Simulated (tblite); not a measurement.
Compound: C₈H₁₂FN.
Atom-mapped SMILES: `[CH2:1]=[CH:2][C@H:3]([CH3:4])[CH2:5]/[CH:6]=[C:7](\[F:8])[N:9]=[CH2:10]` (hydrogens: H11, H12 on C1; H13 on C2; H14 on C3; H15, H16, H17 on C4; H18, H19 on C5; H20 on C6; H21, H22 on C10)

Structure optimised with GFN2-xTB, isolated species.

List the bond lengths, angles and torsions at this level.

| bond | length (pm) | order |
| --- | --- | --- |
| C1=C2 | 131.9 | double |
| C2–C3 | 149.8 | single |
| C3–C4 | 153.0 | single |
| C3–C5 | 154.3 | single |
| C5–C6 | 148.8 | single |
| C6=C7 | 133.4 | double |
| C7–F8 | 137.5 | single |
| C7–N9 | 135.7 | single |
| N9=C10 | 126.4 | double |
| C1–H11 | 107.7 | single |
| C1–H12 | 107.8 | single |
| C2–H13 | 108.3 | single |
| C3–H14 | 109.5 | single |
| C4–H15, C4–H16, C4–H17 | 108.8 | single |
| C5–H18 | 109.1 | single |
| C5–H19 | 109.4 | single |
| C6–H20 | 107.9 | single |
| C10–H21 | 107.9 | single |
| C10–H22 | 109.1 | single |

Bonds in one row agree within 1 pm and their mean is given. Orders are formal, as drawn. A selection of angles:
| angle | degrees |
| --- | --- |
| C1–C2–C3 | 124.7 |
| C2–C3–C4 | 110.0 |
| C2–C3–C5 | 110.2 |
| C4–C3–C5 | 109.9 |
| C3–C5–C6 | 111.3 |
| C5–C6–C7 | 125.1 |
| C6–C7–F8 | 119.6 |
| C6–C7–N9 | 122.7 |
| F8–C7–N9 | 117.8 |
| C7–N9–C10 | 123.1 |

Torsions: C1–C2–C3–C4 -121° (anticlinal); C2–C3–C5–C6 -64° (synclinal); C3–C5–C6–C7 -121° (anticlinal); C5–C6–C7–F8 -1° (synperiplanar); C6–C7–N9–C10 -179° (antiperiplanar).

Of the pairs four or more bonds apart, F8···H18 is among the closest relative to their van der Waals radii: 2.43 Å, 91 % of the sum of Bondi's values. The 2 C–N bonds span 1.264 Å (N9=C10, drawn double) to 1.357 Å (C7–N9, drawn single), a spread of 0.093 Å. N9 (imine nitrogen) is bent (angle 123.1°). The 6 C–C bonds span 1.319 Å (C1=C2, drawn double) to 1.543 Å (C3–C5, drawn single), a spread of 0.224 Å.

Point group: C1 (no symmetry element, even within 0.4 Å). Its GFN2-xTB frequencies are all real (lowest 25 cm⁻¹). The numbers are those of one conformer.

The numbers are calculated, not measured.
